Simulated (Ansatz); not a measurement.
Si₃₁H₃₆, a nanocrystal cut from cubic silicon, relaxed as a singlet with RKS PBE-D4/def2-SVP in Ansatz, starting from the GFN2-xTB geometry. Force threshold 0.03 eV/Å.

Single mean-field runs in def2-SVP are fitted with def2-universal-jkfit.

Start:

```xyz
67

Si    4.437   -0.068   -1.678
Si    1.539   -2.501   -3.711
Si    3.158    3.211   -0.202
Si   -0.442    4.268   -0.385
Si   -2.101   -1.286   -3.652
Si   -3.115    1.934   -2.107
Si    0.630    0.897   -1.991
Si    1.696   -2.118    0.208
Si    0.565    1.335    1.910
Si   -2.062   -1.012    0.210
Si    4.195    0.153    2.078
Si   -0.941   -4.316   -1.591
Si   -0.894   -3.816    2.722
Si   -3.175    2.369    1.801
Si   -2.152   -0.434    4.059
Si    2.881    1.646   -1.944
Si    0.161   -0.629   -3.740
Si    3.906   -1.261    0.250
Si    1.251   -3.532   -1.649
Si   -0.897    2.719   -2.089
Si    1.755    5.061   -0.409
Si    2.826    2.018    1.802
Si   -0.961    3.136    1.601
Si   -3.567    0.506   -3.896
Si   -2.368   -2.474   -1.632
Si   -3.449    0.909   -0.019
Si    0.213   -0.229    0.106
Si    1.292   -3.365    2.139
Si    0.023    0.389    3.973
Si   -2.331   -2.027    2.336
Si   -3.656    1.332    3.837
H     5.796    0.487   -1.575
H     4.533   -0.946   -2.847
H     1.191   -3.421   -4.805
H     2.942   -2.184   -3.993
H     4.562    3.677   -0.215
H    -1.385    5.398   -0.528
H    -2.333   -2.242   -4.757
H    -4.006    3.113   -2.168
H     5.602    0.515    2.302
H     3.820   -0.552    3.310
H    -1.224   -5.214   -2.721
H    -1.179   -5.172   -0.423
H    -1.340   -5.000    1.974
H    -1.012   -4.246    4.125
H    -4.076    3.524    1.599
H    -2.393   -1.109    5.353
H     3.118    2.346   -3.223
H     0.353    0.126   -4.996
H     4.823   -2.413    0.373
H     2.177   -4.678   -1.549
H    -0.660    3.388   -3.386
H     2.053    5.834   -1.626
H     1.988    6.043    0.663
H     3.033    2.969    2.915
H    -0.720    4.074    2.718
H    -3.398    1.178   -5.194
H    -4.975    0.081   -3.935
H    -3.774   -2.924   -1.566
H    -4.842    0.417    0.010
H     1.911   -2.595    3.231
H     2.099   -4.592    2.090
H     0.997   -0.671    4.269
H     0.257    1.379    5.034
H    -3.723   -2.532    2.348
H    -3.585    2.271    4.969
H    -5.046    0.857    3.890
```

Estimate the energy that the relaxation releases and the steps that it takes.

0.99 eV, in 5 steps; 24 s on 4 threads of AMD EPYC 7R13 on a shared host and a share (37 GiB) of an NVIDIA H100 80GB HBM3. The force fell under the threshold at step 4, but the optimiser went on. No frequencies were taken in this run, so the end may be a saddle point.

Does the start keep its bonding and symmetry?

By distances, no bond broke or formed. The bond that changes most is Si7–Si27, from 2.42 to 2.35 Å (atoms count from 1).

Predict the relaxed structure.


Cartesian coordinates in Å:
```
Si 4.415 -0.052 -1.689
Si 1.536 -2.481 -3.688
Si 3.173 3.159 -0.205
Si -0.495 4.240 -0.377
Si -2.063 -1.322 -3.646
Si -3.095 1.977 -2.074
Si 0.596 0.876 -1.925
Si 1.650 -2.061 0.225
Si 0.545 1.287 1.873
Si -2.026 -0.978 0.182
Si 4.169 0.161 2.082
Si -0.954 -4.299 -1.559
Si -0.917 -3.812 2.692
Si -3.149 2.390 1.727
Si -2.115 -0.479 4.015
Si 2.817 1.653 -1.982
Si 0.169 -0.567 -3.734
Si 3.872 -1.285 0.244
Si 1.269 -3.513 -1.589
Si -0.858 2.715 -2.133
Si 1.730 5.009 -0.400
Si 2.771 2.041 1.828
Si -0.913 3.122 1.650
Si -3.526 0.507 -3.858
Si -2.417 -2.453 -1.607
Si -3.477 0.864 -0.033
Si 0.193 -0.224 0.109
Si 1.338 -3.336 2.180
Si 0.085 0.354 3.982
Si -2.393 -2.025 2.259
Si -3.601 1.330 3.777
H 5.757 0.607 -1.473
H 4.528 -0.946 -2.896
H 1.054 -3.440 -4.749
H 2.978 -2.153 -3.975
H 4.614 3.617 -0.247
H -1.457 5.397 -0.517
H -2.277 -2.301 -4.779
H -4.009 3.180 -2.143
H 5.614 0.593 2.148
H 3.829 -0.543 3.372
H -1.189 -5.133 -2.794
H -1.210 -5.167 -0.354
H -1.347 -5.040 1.932
H -1.008 -4.133 4.166
H -4.067 3.575 1.522
H -2.372 -1.193 5.323
H 3.045 2.368 -3.294
H 0.380 0.207 -5.016
H 4.802 -2.470 0.375
H 2.219 -4.682 -1.460
H -0.583 3.386 -3.460
H 2.014 5.739 -1.690
H 1.954 5.966 0.745
H 2.974 2.999 2.979
H -0.645 4.056 2.809
H -3.295 1.197 -5.180
H -4.960 0.041 -3.809
H -3.852 -2.922 -1.542
H -4.899 0.349 -0.001
H 1.971 -2.623 3.347
H 2.073 -4.642 1.993
H 1.074 -0.728 4.332
H 0.223 1.458 5.002
H -3.813 -2.545 2.291
H -3.422 2.298 4.921
H -5.026 0.832 3.795
```
Bond lengths: 44 × Si–Si 2.34 to 2.36 Å; 36 × H–Si 1.51 Å.
